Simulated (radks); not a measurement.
Question: Charge is removed step by step from the 3s down level of the bismuth ion Bi3+, starting from [Ne] 3s(up 1, down 1) 3p6 3d10 4s2 4p6 4d10 4f14 5s2 5p6 5d10 6s2. Level of theory: scalar-relativistic Kohn-Sham, PBE, spin-polarised, spherical densities, finite nucleus; Fermi nuclear charge, rms radius 5.5211 fm (a radial shooting solver on a logarithmic mesh with Libxc functionals). At the starting occupation the eigenvalue is -3958.8 eV. Estimate the energy to remove one whole electron from this level, the eigenvalue at the end, and how far E(n) bends from a straight line.

Answer: Delta-SCF 3989.0 eV; final eigenvalue -4031.4 eV; the deviation from the straight line is -9.087 eV at 0.5 electron removed, the largest on the grid computed. Slater's transition state (half an electron removed) gives 3994.9 eV. Integrating minus the eigenvalue over the occupation (Janak's theorem) gives 3994.9 eV. In this scalar-relativistic scheme the density is built from large components alone, so the theorem holds only approximately. The mean slope of the eigenvalue, de/dn, is 72.6 eV per electron.
